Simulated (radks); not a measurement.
Question: These are the eigenvalues of the occupied orbitals of an atom or ion with whole-number occupations (eV). All-electron calculation, scalar-relativistic Kohn-Sham, LB94 model potential, spin-polarised, spherical densities, finite nucleus; Fermi nuclear charge, rms radius of each element as measured or else 0.836 A^(1/3) + 0.57 fm. Program: a radial shooting solver on a logarithmic mesh with Libxc functionals.

| orbital | eigenvalue |
|---|---|
| 1s down | -78670.58 |
| 1s up | -78670.58 |
| 2s up | -13850.18 |
| 2s down | -13850.16 |
| 2p up | -12014.71 |
| 2p down | -12014.70 |
| 3s up | -3271.562 |
| 3s down | -3271.542 |
| 3p up | -2736.561 |
| 3p down | -2736.539 |
| 3d up | -2154.265 |
| 3d down | -2154.224 |
| 4s up | -713.5590 |
| 4s down | -713.4903 |
| 4p up | -538.8853 |
| 4p down | -538.8308 |
| 4d up | -325.8945 |
| 4d down | -325.8602 |
| 5s down | -117.7249 |
| 5s up | -117.6841 |
| 4f up | -88.9259 |
| 4f down | -88.9205 |
| 5p up | -71.2713 |
| 5p down | -71.2273 |
| 5d up | -20.9124 |
| 5d down | -20.6970 |

Which element is it, and in what charge state? The configuration may be excited. Open shells, if any, are filled with parallel spins first.

Answer: Z = 78, platinum, charge +1: Pt+ in [Xe] 4f14 5d9. The list shows which subshells hold electrons but not how many an open one holds; the 1s level, -2891.1 hartree, gives Z - s = 76.0 by -(Z - s)^2/2, which with screening and relativity narrows Z to a few neighbours, and the depths of the outer levels then fix element, charge and occupations together.
